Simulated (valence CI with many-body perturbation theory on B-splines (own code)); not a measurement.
Results of a calculation; reference values are marked as such.
**Hyperfine factors and g values of Te²⁹⁺**

Method: valence CI with perturbative core correlation (CI+MBPT): five valence electrons over a frozen Dirac-Fock core [Ar], radial functions for each j: 7 s, 7 p, 8 d, 6 f, 4 g, 1 h, with the one-electron correlation potential Σ1 (screened to all orders), the two-electron term Σ2, the three-electron term Σ3, Breit, model QED; selected single and double excitations, second order for the rest (own B-spline code, finite nucleus).

The last digits are not significant, and no measured levels were compared; by estimate large intervals hold to a few tenths of a per cent, small ones and those within an open d or f shell to about a per cent. Only levels of the ground parity were solved; by the run's estimate the other parity begins above the list, which can be wrong where configurations are misplaced.

A/g_I is the dipole constant over the nuclear g factor μ/I (μ in nuclear magnetons, uniformly magnetised nucleus), B/Q the quadrupole constant per barn. Both hold the static response of the core; the bare values leave it out. Large factors of s and p1/2 electrons are usually good to 5 to 10 %; those of open d and f shells near neutrality can be off by tens of per cent, and small factors of p3/2, d and f electrons come from cancelling terms and can be off by a factor of two or in sign, in half-filled shells by more. B is blank for J = 1/2, where it vanishes, and for nearly pure S terms. Energies count from the lowest level.

Levels are named by their leading jj configuration (3d3/2^4 stands for four electrons in 3d with j = 3/2), which in mixed levels can hold well under half, so a name can repeat and another be missing. Letters in brackets count levels of one name in rising energy.

| Level | E (eV) | g | A/g_I (MHz) | A/g_I bare | B/Q (MHz/b) | B/Q bare |
| --- | --- | --- | --- | --- | --- | --- |
| (3d3/2^4 3d5/2) J=5/2 [a] | 0.000 | 1.802 | 2310 | 3210 | 4050 | 4120 |
| (3d3/2^4 3d5/2) J=5/2 [b] | 10.799 | 1.111 | 9700 | 9880 | 14800 | 15100 |
| (3d3/2^3 3d5/2^2) J=7/2 [a] | 16.927 | 1.119 | 12100 | 12300 | 15500 | 15800 |
| (3d3/2^3 3d5/2^2) J=3/2 | 17.472 | 1.321 | 12700 | 13000 | 14000 | 14200 |
| (3d3/2^3 3d5/2^2) J=11/2 | 17.813 | 1.177 | 13900 | 14200 | 108 | 95.7 |
| (3d3/2^3 3d5/2^2) J=9/2 | 19.529 | 1.159 | 12800 | 13000 | 14100 | 14400 |
| (3d3/2^3 3d5/2^2) J=5/2 [a] | 19.606 | 1.103 | 11600 | 11800 | 5320 | 5430 |
| (3d3/2^3 3d5/2^2) J=1/2 | 20.909 | 1.887 | -5580 | -4560 |  |  |
| (3d3/2^3 3d5/2^2) J=7/2 [b] | 24.494 | 1.207 | 12200 | 12500 | -3630 | -3700 |
| (3d3/2^3 3d5/2^2) J=5/2 [b] | 25.429 | 1.223 | 10400 | 10700 | -106 | -107 |
| (3d3/2^2 3d5/2^3) J=7/2 [a] | 27.998 | 1.161 | 12700 | 12900 | -12600 | -12900 |
| (3d3/2^2 3d5/2^3) J=11/2 | 28.231 | 1.035 | 14900 | 15000 | 1200 | 1230 |
| (3d3/2^2 3d5/2^3) J=3/2 [a] | 29.152 | 0.925 | 23000 | 22900 | -13100 | -13300 |
| (3d3/2^2 3d5/2^3) J=1/2 [a] | 29.669 | 0.665 | 30300 | 30000 |  |  |
| (3d3/2^2 3d5/2^3) J=9/2 [a] | 30.150 | 1.147 | 12600 | 12800 | -2490 | -2560 |
| (3d3/2^2 3d5/2^3) J=3/2 [b] | 30.922 | 1.091 | 13400 | 13500 | 2890 | 2950 |
| (3d3/2^2 3d5/2^3) J=13/2 | 31.108 | 1.072 | 15400 | 15500 | -42.4 | -38.8 |
| (3d3/2^2 3d5/2^3) J=5/2 [a] | 32.859 | 1.018 | 15300 | 15400 | -2670 | -2710 |
| (3d3/2^2 3d5/2^3) J=9/2 [b] | 36.041 | 1.100 | 14100 | 14300 | 1640 | 1670 |
| (3d3/2^2 3d5/2^3) J=7/2 [b] | 37.505 | 0.992 | 18400 | 18400 | -543 | -560 |
| (3d3/2^2 3d5/2^3) J=5/2 [b] | 37.633 | 1.063 | 15000 | 15100 | -380 | -390 |
| (3d3/2^2 3d5/2^3) J=3/2 [c] | 40.184 | 0.743 | 23700 | 23400 | 583 | 608 |
| (3d3/2 3d5/2^4) J=5/2 [a] | 40.389 | 1.132 | 9070 | 9270 | -6820 | -6950 |
| (3d3/2^2 3d5/2^3) J=7/2 [c] | 41.250 | 1.072 | 16200 | 16400 | 4930 | 5030 |
| (3d3/2^2 3d5/2^3) J=1/2 [b] | 42.594 | 1.906 | -4040 | -3010 |  |  |
| (3d3/2 3d5/2^4) J=7/2 [a] | 44.648 | 1.188 | 11300 | 11600 | -24500 | -25000 |
| (3d3/2^2 3d5/2^3) J=9/2 [c] | 44.995 | 1.101 | 13900 | 14100 | 9360 | 9550 |
| (3d3/2 3d5/2^4) J=11/2 | 45.704 | 1.061 | 15000 | 15100 | -1380 | -1380 |
| (3d3/2 3d5/2^4) J=3/2 [a] | 48.504 | 0.847 | 16800 | 16700 | -14300 | -14600 |
| (3d3/2 3d5/2^4) J=5/2 [b] | 50.788 | 1.106 | 13700 | 13800 | 12100 | 12300 |
| (3d3/2 3d5/2^4) J=9/2 | 53.353 | 1.107 | 13500 | 13700 | -22600 | -23000 |
| (3d5/2^5) J=5/2 | 54.470 | 1.102 | 11800 | 11900 | -9360 | -9530 |
| (3d3/2 3d5/2^4) J=7/2 [b] | 56.357 | 0.943 | 17600 | 17600 | 20800 | 21200 |
| (3d3/2^2 3d5/2^3) J=3/2 [d] | 58.495 | 1.216 | 12900 | 13100 | -13000 | -13300 |
| (3d3/2 3d5/2^4) J=1/2 | 64.261 | 0.860 | 344 | 303 |  |  |
| (3d3/2^2 3d5/2^3) J=5/2 [c] | 68.886 | 1.183 | 10700 | 11000 | -16900 | -17300 |
| (3d3/2 3d5/2^4) J=3/2 [b] | 71.453 | 0.890 | 23800 | 23700 | 23000 | 23400 |

Task: Take the isotope of mass number 125, with I = 1/2, μ = -0.887 μN. What is the hyperfine structure of (3d3/2^3 3d5/2^2) J=7/2 [a]?

Result: From the table A = -21500 MHz. Shifts from the centre of gravity in MHz: F = 3: 48400, F = 4: -37600.
